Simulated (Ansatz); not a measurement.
## Relative stability

The two ends of one reaction step of GeSiH6O, singlet (PBE0-D4/def2-TZVP).

A:

Ge1  (-0.049, -1.631, 0.502)
H2  (-1.818, -0.594, 1.926)
O3  (-0.108, -0.239, -0.628)
Si4  (0.937, 0.974, -0.985)
H5  (-1.532, -2.128, 0.143)
H6  (-1.200, -0.437, 2.334)
H7  (1.184, 0.995, -2.449)
H8  (2.234, 0.785, -0.275)
H9  (0.351, 2.275, -0.569)
(Å)

B:

```
9
angstrom
Ge -0.2254 -1.8991 0.5372
H -1.1862 0.6344 0.4461
O -0.5722 0.1771 -0.1337
Si 0.8032 0.9918 -0.6653
H -1.7654 -2.1819 0.2540
H -0.5315 -1.3699 2.0138
H 1.2292 0.2987 -1.8957
H 1.8545 0.9558 0.3763
H 0.3937 2.3931 -0.9329
```

Ansatz 0.2.0; basis: def2-TZVPP; cores frozen in the correlated methods. Filled d shells of the heavier atoms are correlated. The def2 sets are not built for correlating such inner shells, so the correlated values are less sure here. B3LYP uses VWN-RPA correlation.

(1) Which structure is lower at CCSD(T), and by how much? (Judge from chemistry; the value comes from the calculation.)

No T1 diagnostic of these runs exceeds 0.014.

Answers

(1) The calculation gives: A, by 0.225 eV (electronic energy, against the other). By their contacts, A is a complex of GeSiH₄O ([SiH3][O][GeH]) + H₂ and B is GeSiH₆O ([SiH3][OH][GeH2]).

All methods give the same order:

```json
{"method": "SPW92", "E(B) − E(A) (eV)": "0.075"}
{"method": "PBE-D4", "E(B) − E(A) (eV)": "0.254"}
{"method": "BLYP-D4", "E(B) − E(A) (eV)": "0.376"}
{"method": "r2SCAN-D4", "E(B) − E(A) (eV)": "0.225"}
{"method": "B97M-V", "E(B) − E(A) (eV)": "0.211"}
{"method": "PBE0-D4", "E(B) − E(A) (eV)": "0.169"}
{"method": "B3LYP-D4", "E(B) − E(A) (eV)": "0.291"}
{"method": "r2SCAN0-D4", "E(B) − E(A) (eV)": "0.163"}
{"method": "BHLYP-D4", "E(B) − E(A) (eV)": "0.214"}
{"method": "CAM-B3LYP-D4", "E(B) − E(A) (eV)": "0.237"}
{"method": "wB97X-V", "E(B) − E(A) (eV)": "0.220"}
{"method": "wB97M-V", "E(B) − E(A) (eV)": "0.213"}
{"method": "B2PLYP", "E(B) − E(A) (eV)": "0.292"}
{"method": "PBE-QIDH", "E(B) − E(A) (eV)": "0.172"}
{"method": "RPA on PBE", "E(B) − E(A) (eV)": "0.247"}
{"method": "HF", "E(B) − E(A) (eV)": "0.194"}
{"method": "MP2", "E(B) − E(A) (eV)": "0.277"}
{"method": "CCSD", "E(B) − E(A) (eV)": "0.198"}
{"method": "CCSD(T)", "E(B) − E(A) (eV)": "0.225"}
```

Labels in which every atom is bracketed show which atoms are joined, not bond orders.

For scale, one of the runs: CCSD(T)/def2-TZVPP, 205 basis functions (an equivalent command: `ansatz run in.yaml --threads 4`). The run took 69 s on 4 CPU threads (shared host), with 2.6 GiB of host memory at its peak.
